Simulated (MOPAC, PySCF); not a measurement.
HBF₂O, SMILES `OB(F)F` (H–O–B–F torsion 180°), neutral singlet in the gas phase. 

Z-matrix (Å, degrees):
```
B
F 1 1.3200
F 1 1.3309 2 118.29
O 1 1.3488 2 119.39 3 180.00
H 4 0.9629 1 113.14 2 180.00
```
Charge 0, spin multiplicity 1.

All levels are single points at this geometry (r2SCAN-D4/def2-TZVP); Pople sets use spherical d functions. Orbital energies aren't observables, and empty levels follow the basis.

BP86/6-31G* in PySCF gives dipole (D) = 1.97.

### Question
Estimate the dipole (D) from each of these levels: PBE-D3(BJ)/def2-TZVP in PySCF; r2SCAN-D4/def2-TZVP in PySCF; B3LYP/3-21G in PySCF; B3LYP/6-31G* in PySCF; HF/3-21G in PySCF; AM1 in MOPAC; PM3 in MOPAC; PM7 in MOPAC.

### Answer

```
level                          dipole (D)
-----------------------------  ----------
PBE-D3(BJ)/def2-TZVP in PySCF        1.96
r2SCAN-D4/def2-TZVP in PySCF         1.99
B3LYP/3-21G in PySCF                 2.30
B3LYP/6-31G* in PySCF                2.01
HF/3-21G in PySCF                    2.48
AM1 in MOPAC                         1.74
PM3 in MOPAC                         2.09
PM7 in MOPAC                         2.08
```
